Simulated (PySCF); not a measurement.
## I: electron affinity

I- [Xe] (1S) → I [Kr] 4d10 5s2 5p5 (2P), as a difference of total energies. Computed with PySCF 2.14 in dyall-av2z (22s16p12d, 130 functions), with the non-relativistic Hamiltonian (point nucleus). Correlated levels: valence: [Kr] 4d10 frozen; virtual orbitals above 40 to 60 times the deepest correlated orbital energy dropped. The calculations carry no spin-orbit coupling.

```
           method  electron affinity (eV)  plus first-order spin-orbit estimate  difference from reference of that sum (eV)
              UHF                   2.500                                 2.261                                      -0.798
              LDA                   3.638                                 3.400                                      +0.341
              PBE                   3.399                                 3.160                                      +0.101
             PBE0                   3.409                                 3.170                                      +0.111
           r2SCAN                   3.444                                 3.206                                      +0.147
           revPBE                   3.335                                 3.096                                      +0.037
             PW91                   3.457                                 3.218                                      +0.159
            wB97X                   3.391                                 3.153                                      +0.094
    MP2 (valence)                   3.229                                 2.990                                      -0.069
SCS-MP2 (valence)                   3.164                                 2.926                                      -0.133
```

Reference: 3.059 eV (measured; photodetachment measurements, as compiled on the Wikipedia data page of electron affinities).

A first-order spin-orbit estimate (lowest level to lowest level, LS coupling) adds -0.239 eV.

These non-relativistic numbers lack the scalar-relativistic shift.
